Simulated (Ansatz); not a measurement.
C2H11AlAsNSiZn, one more setting.

```yaml
crystal:
  periodic: [false, false, false]
  atoms:
    - {symbol: C, position_ang: [0.451238, -2.536903, 0.643209]}
    - {symbol: As, position_ang: [0.803462, -0.758534, 1.432468]}
    - {symbol: Si, position_ang: [2.110989, 0.029632, -0.440352]}
    - {symbol: Al, position_ang: [-0.133333, 0.076416, -1.416817]}
    - {symbol: C, position_ang: [-0.734807, 0.182915, 0.527572]}
    - {symbol: N, position_ang: [-0.733493, 1.633415, 0.899377]}
    - {symbol: Zn, position_ang: [-1.799245, 2.285964, -0.745191]}
    - {symbol: H, position_ang: [0.280423, -2.507857, -0.435783]}
    - {symbol: H, position_ang: [1.312777, -3.174574, 0.842522]}
    - {symbol: H, position_ang: [-0.425335, -2.966711, 1.129624]}
    - {symbol: H, position_ang: [2.730704, 1.331159, -0.030803]}
    - {symbol: H, position_ang: [3.238691, -0.889424, -0.767646]}
    - {symbol: H, position_ang: [-0.738982, -0.918753, -2.499884]}
    - {symbol: H, position_ang: [-0.643184, 1.708982, -1.867800]}
    - {symbol: H, position_ang: [-1.680895, -0.244040, 0.867444]}
    - {symbol: H, position_ang: [0.213845, 2.001301, 0.858725]}
    - {symbol: H, position_ang: [-1.060954, 1.795532, 1.847172]}
    - {symbol: H, position_ang: [-3.191911, 2.951457, -0.843848]}
basis:
  gaussian: {orbitals: x2c-TZVPPall}
hamiltonian: {xc: {name: PBEsol}}
scf: {lower_state_search: light}
```

```sh
$ ansatz run in.yaml --threads 4 --pin off --events-out ev --progress --plain --max-ram 66560MiB --backend cuda --devices 0, --max-vram 37GiB
```

Shortened log:

```
Functional definition: PBEsol
2609 factors; their error is unknown
mean field evaluation 1: about -128459.2875 eV, gradient 1.2e2 eV
mean field evaluation 2: about -128350.3894 eV, gradient 2.6e2 eV
mean field evaluation 4: about -128481.3126 eV, gradient 2.8e1 eV
mean field evaluation 8: about -128483.3112 eV, gradient 4.9e-1 eV
mean field evaluation 16: about -128483.2501 eV, gradient 3.1e-3 eV
mean field -128483.25013044 eV, -4721.6723532188 hartree, gradient 5.5e-5 eV, S^2 0.000000; 0 other end points of the search recorded, 0 dependent functions left out
reference -128483.25019082 eV, -4721.6723554376 hartree; 60, 60 occupied and 383, 383 virtual orbitals, 2609 factors
Total energy: -128483.25019082 eV, -4721.6723554376 hartree
Relativity: scalar
```

It took 5 s on 4 threads of an AMD EPYC 7R13 on a shared host and a share of an NVIDIA H100 80 GB, with 0.91 GiB of host memory at the peak.
